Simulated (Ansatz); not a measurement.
CH$_{5}$GaOSi (`O=[C]([SiH3])[GaH2]`) from Hartree–Fock to CCSD(T)

```tsv
atom	x (Å)	y (Å)	z (Å)
O1	-1.362	-1.093	0.255
C2	-0.420	-0.336	0.081
Si3	0.731	-0.385	-1.457
Ga4	-0.556	0.770	1.757
H5	0.649	0.964	-2.077
H6	2.109	-0.582	-0.934
H7	0.370	-1.446	-2.431
H8	-1.594	1.942	1.750
H9	0.073	0.167	3.057
```

The species carries charge 0 and has multiplicity 1. Correlated methods include outer-core shells of Ga, which these sets cover unevenly. Scalar relativity is left out up to krypton. The structure was optimised at the PBE0-D4/def2-TZVP level. Frozen core, restricted reference, Ansatz 0.2.0.

```
     basis      HF (Eh)  MP2 corr.  CCSD corr.       (T)  CCSD(T) total
  def2-SVP            ?   -0.62540    -0.65675  -0.02276              ?
def2-TZVPP  -2327.82100          ?    -0.77176         ?              ?
def2-QZVPP            ?   -1.02646           –         –              –
```

Task: Fill in the withheld values. (An estimate is asked.)

Result: The calculation gave: def2-SVP HF (Eh): -2327.33179; def2-SVP CCSD(T) total: -2328.01130; def2-TZVPP MP2 corr.: -0.74148; def2-TZVPP (T): -0.03332; def2-TZVPP CCSD(T) total: -2328.62608; def2-QZVPP HF (Eh): -2327.87597.
